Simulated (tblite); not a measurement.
C9H9O (charge -1).
Atom-mapped SMILES: `[CH2:1]=[CH:2][C:3]#[C:4][C@@H:5]1[CH2:6][C@@H:7]1[C:8](=[CH2:9])[O-:10]` (hydrogens: H11, H12 on C1; H13 on C2; H14 on C5; H15, H16 on C6; H17 on C7; H18, H19 on C9)

Cartesian coordinates in Å at the GFN2-xTB level; atoms count from 1:
```xyz
19
C9H9O angstrom
C      3.659    0.162   -1.687
C      2.338   -0.042   -1.702
C      1.510    0.022   -0.573
C      0.748    0.072    0.365
C     -0.089    0.125    1.504
C     -1.218   -0.866    1.672
C     -1.550    0.570    1.438
C     -2.282    1.109    0.207
C     -2.122    0.459   -0.974
O     -3.015    2.117    0.444
H      4.183    0.397   -0.775
H      4.252    0.106   -2.585
H      1.833   -0.275   -2.633
H      0.450    0.400    2.411
H     -1.362   -1.302    2.655
H     -1.385   -1.557    0.859
H     -1.860    1.130    2.318
H     -1.462   -0.385   -1.091
H     -2.635    0.797   -1.860
```

All values are computed: GFN2-xTB (tblite) harmonic vibrations without scaling, gas phase. This tight-binding method is rough: wavenumbers can miss measured ones by several per cent, in bad cases by 10 to 20. One conformer, not necessarily the lowest.

Harmonic wavenumbers (cm⁻¹): 41.3, 47.7, 72.1, 114.6, 147.5, 206.6, 242.5, 268.4, 377.3, 427.1, 456.6, 493.5, 523.1, 576.4, 633.8, 642.0, 662.7, 707.3, 765.3, 811.6, 871.7, 900.2, 958.7, 970.6, 1009.1, 1025.4, 1034.3, 1044.6, 1067.5, 1120.6, 1200.2, 1235.8, 1258.9, 1275.0, 1321.8, 1373.6, 1424.9, 1445.4, 1463.3, 1617.4, 1663.8, 2316.1, 2939.5, 2986.0, 3010.2, 3012.7, 3060.1, 3079.4, 3085.1, 3085.8, 3107.7.

A = 2558, B = 662.0, C = 579.0 MHz; mass 133.065 u (most abundant isotopes); point group C1, symmetry number 1.

Q: What is the zero-point energy?

A: ½Σν̃ = 31591 cm⁻¹ = 377.92 kJ/mol.

Q: Give the ideal-gas entropy at 350 K and 1 bar in the rigid-rotor, harmonic-oscillator model (classical rotation).

A: Translation 173.19, rotation 128.24, vibration 162.51: S = 463.9 J/(mol K).

Q: And Cp and H(350 K) − H(0)?

A: Cp = 194.59 J/(mol K), of which vibrations give 161.33 (their classical limit is 51 R = 424.0); H(350 K) − H(0) = 40.41 kJ/mol without the zero-point energy, 28.77 from vibrations.

Q: Which modes carry the vibrational entropy at 350 K?

A: 41.3 cm⁻¹: 23.07; 47.7 cm⁻¹: 21.87; 72.1 cm⁻¹: 18.46; 114.6 cm⁻¹: 14.65; 147.5 cm⁻¹: 12.60; 206.6 cm⁻¹: 9.92 J/(mol K); the other 45 give 61.94 together.

Q: How do the functions run with temperature in this model?

A: 
```tsv
T (K)	S (J/(mol K))	Cp (J/(mol K))	H − H(0) (kJ/mol)	G − H(0) (kJ/mol)	ln q(vib)
150	342.9	103.7	10.56	-40.88	3.91
250	406.4	149.3	23.18	-78.42	6.82
298.15	434.6	171.6	30.91	-98.67	8.19
400	491.3	215.1	50.65	-145.86	11.07
600	591.4	278.8	100.49	-254.37	16.58
900	716.7	337.7	193.76	-451.26	24.27
```

q(vib) and H(0) count from the zero-point level.

Hindered rotation and anharmonicity are outside this model. Other conformers, if any are populated, would add a mixing term that is left out. The structure is chiral; the term R ln 2 for an equal mix with its mirror image is left out.
